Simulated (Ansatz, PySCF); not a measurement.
Spin states of H3Ta (SMILES [TaH3]), each relaxed with B3LYP-D3(BJ)/def2-TZVP.
State 1 (charge 0, multiplicity 3):
```xyz
4

Ta    -0.0345     0.0107    -0.0223
H     -1.7762    -0.1486    -0.4623
H      0.6598    -0.8105     1.4017
H      1.0928     1.0153    -0.9732
```
State 2 (charge 0, multiplicity 1):
```xyz
4

Ta    -0.01447     0.01662    -0.01410
H     -1.72619    -0.14521    -0.45051
H      0.62155    -0.82890     1.40968
H      1.06112     1.02436    -1.00111
```

Singlets are restricted, other states unrestricted; no spin–orbit coupling, no relativity up to Kr; see below for the cores. The largest T1 diagnostic is 0.024.

Correlated levels freeze the inner cores; with def2 sets outer-core shells near the valence are correlated too.

Run with Ansatz (Gaussian orbitals); PySCF for the dispersion terms.  In def2 rows elements past Kr take small-core potentials, without spin–orbit coupling.

| level | energy of the multiplicity-1 state less that of the multiplicity-3 state (eV) |
|---|---|
| PBE/def2-TZVPP | 0.661 |
| PBE-D3(BJ)/def2-TZVPP | 0.661 |
| BLYP-D4/def2-TZVPP | 0.449 |
| r2SCAN-D3(BJ)/def2-TZVPP | 0.860 |
| PBE0-D3(BJ)/def2-TZVPP | 0.744 |
| CAM-B3LYP-D3(BJ)/def2-TZVPP | 0.558 |
| wB97X-V/def2-TZVPP | ? |
| CCSD(T)/def2-SVP | 0.455 |
| CCSD(T)/def2-TZVPP | ? |

Q: Some entries are withheld; supply them.

A: 
- wB97X-V/def2-TZVPP, energy of the multiplicity-1 state less that of the multiplicity-3 state (eV): 0.468
- CCSD(T)/def2-TZVPP, energy of the multiplicity-1 state less that of the multiplicity-3 state (eV): 0.432

Doubts at one or more of the structures used: a restricted determinant that unrestricted orbitals would lower (CCSD(T)/def2-SVP, CCSD(T)/def2-TZVPP).

Ansatz is a program for electronic structure.
